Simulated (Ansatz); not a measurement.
Molecule: ZnH2, charge 1, multiplicity 2. The spin state was set by rule; other spins were not relaxed. SMILES of the parent species: [ZnH2]
Structure (B3LYP-D3(BJ)/def2-TZVP (Ansatz, an electronic-structure program) minimum search):
```xyz
3

Zn     0.0000     0.0000     0.0000
H      0.0000     0.0000     1.6558
H      0.0000     0.0000    -1.6558
```
Charge +1, spin multiplicity 2.

Parts of the frozen-core correlation energy in def2-SVP (Ansatz, hartree). Frozen orbitals: 9; correlated occupied orbitals by spin: 7 and 6; virtual: 25 and 26. Open shells are spin-unrestricted. Spin-orbit coupling is left out. Non-relativistic. The program attaches cautions to this run: other roots.

```
term                             value
-------------------------  -----------
reference (HF)             -1778.33184
MP2 opposite-spin           (withheld)
MP2 same-spin                 -0.10425
CCSD correlation            (withheld)
(T)                         (withheld)
CCSDT minus CCSD(T)            0.00038
T1 diagnostic                    0.027
largest doubles amplitude        0.155
<S^2> of the reference           0.904
```

Q: Some entries are withheld; supply them.

A: 
- MP2 opposite-spin, value: -0.18583
- CCSD correlation, value: -0.28330
- (T), value: -0.00769
